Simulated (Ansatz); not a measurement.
**Worked example: the interaction energy**

The pair of HF (SMILES F, atoms 1–2) and BF3 (SMILES FB(F)F, atoms 3–6), both closed shells, in one local arrangement (a lower one may exist), relaxed at PBE0-D4/def2-TZVP:

F1  (-0.064, -0.403, -1.569)
H2  (0.139, 0.405, -1.967)
F3  (0.287, 1.243, 0.589)
B4  (-0.021, -0.012, 0.854)
F5  (0.935, -0.883, 1.070)
F6  (-1.277, -0.349, 1.023)
(Å)

Both fragments are computed in the basis of the whole pair.

Computed with Ansatz 0.2.0 (basis: def2-TZVPPD and def2-QZVPPD); correlated methods freeze the cores.

Energies in eV:

| quantity | pair | first fragment | second fragment |
| --- | --- | --- | --- |
| Hartree–Fock, triple zeta (X = 3) | -11521.68032 | -2722.93633 | -8798.62909 |
| Hartree–Fock, quadruple zeta (X = 4) | -11522.17374 | -2723.04542 | -8799.01154 |
| MP2 correlation, X = 3 | -30.29741 | -7.45266 | -22.82737 |
| MP2 correlation, X = 4 | -33.01054 | -8.10692 | -24.87615 |
| CCSD(T) correlation, X = 3 | -31.25943 | -7.69279 | -23.53711 |

(1) Work out the interaction energy at the basis limit: extrapolate Hartree–Fock as E(X) = E∞ + A exp(−7.88 √X) and the MP2 correlation as E(X) = E∞ + B X^−2.97 (the exponents that Neese and Valeev fitted for def2-TZVPP and QZVPP, reused here for the diffuse sets), then add CCSD(T) − MP2 in triple zeta.

T1 diagnostic: at most 0.013.

## Answers

(1) Each step is linear, so take the differences first (pair − first fragment − second fragment): Hartree–Fock -0.11490 (X = 3) and -0.11678 (X = 4); MP2 correlation -0.01738 and -0.02747; CCSD(T) correlation -0.02953.
Two points give E∞ = E(4) + w [E(4) − E(3)], with w = 1/(exp(7.88 (2 − √3)) − 1) = 0.1377 for Hartree–Fock and w = 1/((4/3)^2.97 − 1) = 0.7407 for the correlation.
Hartree–Fock: -0.11678 + 0.1377 × (-0.00188) = -0.1170 eV.
MP2 correlation: -0.02747 + 0.7407 × (-0.01009) = -0.0349 eV.
CCSD(T) − MP2: -0.02953 − (-0.01738) = -0.0122 eV.
Sum: -0.1170 + (-0.0349) + (-0.0122) = -0.1641 eV, or -3.78 kcal/mol. Plain CCSD(T) in triple zeta gives -0.1444 eV, so the larger basis shifts the result by -0.0197 eV.

For scale, one of the runs: CCSD(T)/def2-TZVPPD, 214 basis functions, launched by `ansatz run in.yaml --threads 4 --pin off --events-out ev --progress --plain --max-ram 9574MiB`. Time: 58 s of wall clock on 4 CPU threads of an Intel Xeon Platinum 8259CL; the host was shared. Peak host memory: 3.6 GiB.
